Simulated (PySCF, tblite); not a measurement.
Isomers of C4H9OPSi. Method: GFN2-xTB as coded in tblite; computed harmonic values from a numerical Hessian at the method's own geometry, unscaled. The method is semi-empirical: single wavenumbers can be off by several per cent or more. Modes of hydrogen on phosphorus and silicon can be 10 to 20 % off. One conformer each.

Electronic energies: PBE0/pcSseg-1 single points on the GFN2-xTB geometries (PySCF, gas phase).

```csv
SMILES,"electronic energy, lowest = 0 (kcal/mol)"
O=[P@H]1CC=C([SiH3])C1,2.5
C=C[Si@]1(P)CCO1,0.0
C=C[C@@H]1[C@H]([SiH3])[P@H]1=O,36.9
C=CP([SiH3])C(C)=O,19.0
O=[P@@H]1C=C([SiH3])CC1,4.2
```

Task: How do GFN2-xTB zero-point energies change the relative energies?

Result: 
| SMILES | ZPE (kcal/mol) | of it from modes above 1550 cm⁻¹ | electronic (kcal/mol) | with ZPE, lowest = 0 (kcal/mol) | lowest mode (cm⁻¹) | rings |
| --- | --- | --- | --- | --- | --- | --- |
| C=C[Si@]1(P)CCO1 | 74.4 | 39.4 | 0.0 | 0.7 | 64 | 1 |
| O=[P@H]1CC=C([SiH3])C1 | 71.1 | 36.5 | 2.5 | 0.0 | 61 | 1 |
| O=[P@@H]1C=C([SiH3])CC1 | 71.6 | 36.6 | 4.2 | 2.2 | 69 | 1 |
| C=CP([SiH3])C(C)=O | 70.3 | 40.6 | 19.0 | 15.6 | 41 | 0 |
| C=C[C@@H]1[C@H]([SiH3])[P@H]1=O | 70.4 | 37.3 | 36.9 | 33.6 | 66 | 1 |

The zero-point energies span 4.1 kcal/mol, from `C=CP([SiH3])C(C)=O` to `C=C[Si@]1(P)CCO1`. With it `O=[P@H]1CC=C([SiH3])C1` becomes the lowest.

Task: And how do the electronic energies of GFN2-xTB itself compare?

Result: `C=C[Si@]1(P)CCO1` 40.0; `O=[P@H]1CC=C([SiH3])C1` 0.0; `O=[P@@H]1C=C([SiH3])CC1` 1.9; `C=CP([SiH3])C(C)=O` 47.1; `C=C[C@@H]1[C@H]([SiH3])[P@H]1=O` 39.1 kcal/mol, lowest = 0. Against the energies above, taken from the same isomer `C=C[Si@]1(P)CCO1`, the largest difference is 42.5 kcal/mol.

Task: What do entropy and thermal enthalpy add at 298.15 K and 1 bar (rigid rotor, harmonic oscillator, one conformer each)?

Result: 
```
                         SMILES  point group  symmetry number  S (cal/(mol K))  H − H(0) (kcal/mol)  ZPE + H − H(0) − TS (kcal/mol)
               C=C[Si@]1(P)CCO1           C1                1             97.4                 6.70                            52.0
         O=[P@H]1CC=C([SiH3])C1           C1                1             92.0                 6.13                            49.9
        O=[P@@H]1C=C([SiH3])CC1           C1                1             92.1                 6.14                            50.3
             C=CP([SiH3])C(C)=O           C1                1            104.4                 7.50                            46.6
C=C[C@@H]1[C@H]([SiH3])[P@H]1=O           C1                1             94.6                 6.53                            48.7
```
